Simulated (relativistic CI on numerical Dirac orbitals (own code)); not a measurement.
# Magnetism of Gd³⁺, 4f7, in a crystal field

Calculated by Dirac-Coulomb-Breit CI, orbitals from a KLI potential per configuration, QED by a radiative potential, valence Slater integrals scaled by 0.7, one configuration in a parametric crystal field (own radial code).

Field parameters in Wybourne normalisation; cubic f-shell fields have B⁴₄ = √(5/14) B⁴₀ and B⁶₄ = −√(7/2) B⁶₀. The field is a parameter set, without covalency.

S is read from ⟨S²⟩ = S(S + 1).

Powder χT (cm³ K mol⁻¹) by Van Vleck's formula, with temperature-independent terms:

```
                                                                                                             Field   2 K  5 K  10 K  20 K  50 K  100 K  200 K  300 K
C2v, B20 = -270, B22 = -160, B40 = -890, B42 = 210, B44 = -350, B60 = -640, B62 = -160, B64 = 460, B66 = -160 cm⁻¹  7.79  7.8   7.8   7.8   7.8    7.8    7.8    7.8
                                                                                    Oh, B40 = 2110, B60 = 780 cm⁻¹   7.8  7.8   7.8   7.8   7.8    7.8    7.8    7.8
```

Task: For Oh, B40 = 2110, B60 = 780 cm⁻¹: what effective moment follows at 300 K?

Result: μ_eff = √(8χT) = 7.90 μB. The LS value g√(J(J + 1)) of the free ion's ⁸S°7/2 level is 7.94 μB.
